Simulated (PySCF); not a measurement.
Basis and Hamiltonian dependence of the ionisation energy of B²⁺

B²⁺ [He] 2s1 (2S) → B³⁺ 1s2 (1S). All values are computed (PySCF 2.14, energy differences of UHF-based or UKS calculations, no spin-orbit coupling). Values in eV.

| basis | Hamiltonian | functions | UHF | LDA | PBE0 | CCSD(T) (valence and next inner shell) |
| --- | --- | --- | --- | --- | --- | --- |
| def2-SVP | non-relativistic | 14 | 37.309 | 37.424 | n/a | n/a |
| cc-pVDZ-DK | spin-free X2C | 14 | 37.725 | n/a | n/a | n/a |
| x2c-SVPall | spin-free X2C | 14 | 37.320 | 37.435 | n/a | n/a |
| aug-cc-pVDZ | non-relativistic | 23 | 37.722 | 37.751 | 38.104 | n/a |
| aug-cc-pwCVDZ | non-relativistic | 27 | 37.794 | 37.868 | 38.200 | 37.840 |
| ANO-RCC-VTZP | spin-free X2C | 30 | 37.822 | 37.897 | 38.229 | 37.869 |
| x2c-TZVPall | spin-free X2C | 31 | 37.821 | n/a | n/a | n/a |
| x2c-TZVPPall with one added diffuse shell each of s, p, d type | spin-free X2C | 40 | 37.821 | 37.892 | 38.223 | 37.842 |
| aug-cc-pCVTZ-DK | spin-free X2C | 59 | 37.827 | 37.905 | 38.234 | 37.909 |
| dyall-v3z with one added diffuse shell each of s, p, d type | spin-free X2C | 64 | 37.829 | n/a | n/a | n/a |
| dyall-av3z | spin-free X2C | 71 | 37.829 | 37.909 | 38.241 | n/a |
| aug-cc-pVQZ-DK | spin-free X2C | 80 | 37.829 | 37.904 | 38.237 | n/a |
| aug-cc-pCVQZ-DK | spin-free X2C | 109 | 37.829 | 37.908 | 38.241 | n/a |

Problem. Estimate the row for aug-cc-pwCVTZ (non-relativistic, 59 functions).

Solution. From the rows with the same Hamiltonian and similar size; the calculation gives UHF 37.82; LDA 37.90; PBE0 38.22; CCSD(T) (valence and next inner shell) 37.91 (eV).

Frozen in the all-electron rows: valence: 1s2; valence and next inner shell: nothing.

At UHF, def2-SVP, x2c-SVPall lie more than 0.3 eV from the median of the rows with comparable relativity. Sets contracted for the neutral atom can be stiff in a shell that they treat as core.

Reference for a calculation without spin-orbit coupling: 37.931 eV (measured, between term centres; NIST).
